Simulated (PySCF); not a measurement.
## SMILES N#CC(F)=C=C=C=CF, C6HF2N

Geometry (Å), atoms numbered from 1 in this order:
```xyz
10

N    -3.102    1.816   -1.848
C    -2.679    0.936   -1.223
C    -2.149   -0.148   -0.456
F    -3.038   -1.085   -0.140
C    -0.880   -0.214   -0.093
C     0.357   -0.226    0.230
C     1.595   -0.245    0.555
C     2.881   -0.294    0.836
F     3.401    0.218    1.936
H     3.626   -0.762    0.181
```

Method: TDDFT CAM-B3LYP/aug-cc-pVDZ circular dichroism and optical rotation, one conformer, gas phase (PySCF 2.14.0). Geometry: PBE0-D3(BJ)/def2-SVP.

No stereocentre is labelled: unless the shape is locked (an allene, a helicene, a hindered biaryl), the mirror image is equally populated and a measured rotation or CD is zero. Singlets 8 and 9 lie within 0.01 eV of each other, so their separate moments and overlaps can depend on how they mix.

Question: Give the optical rotatory dispersion at 633, 589.3, 546, 436 nm.

Answer: [α] in deg dm⁻¹ (g/mL)⁻¹:
| λ (nm) | origin-invariant length gauge | modified velocity gauge | length gauge (centre of mass) | isotropic polarisability (au) |
| --- | --- | --- | --- | --- |
| 633 | +82.2 | +68.1 | +80.8 | 113.0 |
| 589.3 | +99.1 | +81.6 | +97.4 | 114.5 |
| 546 | +122.4 | +99.8 | +120.3 | 116.4 |
| 436 | +260.7 | +201.1 | +256.7 | 125.1 |

The shortest wavelength is close to the first absorption, where this undamped response comes out too large.

Question: And for the mirror image at 589.3 nm?

Answer: -99.1 deg dm⁻¹ (g/mL)⁻¹ (origin-invariant length gauge): the same size and the opposite sign.

Question: What is the molar rotation [Φ] = [α]·M/100 of the geometry above at 589.3 nm?

Answer: With M = 125.08 g/mol, +124.0 deg cm² dmol⁻¹ (origin-invariant length gauge).

The first excitation lies at 3.36 eV (369 nm) with R = +0.3 × 10⁻⁴⁰ esu² cm² (velocity form).
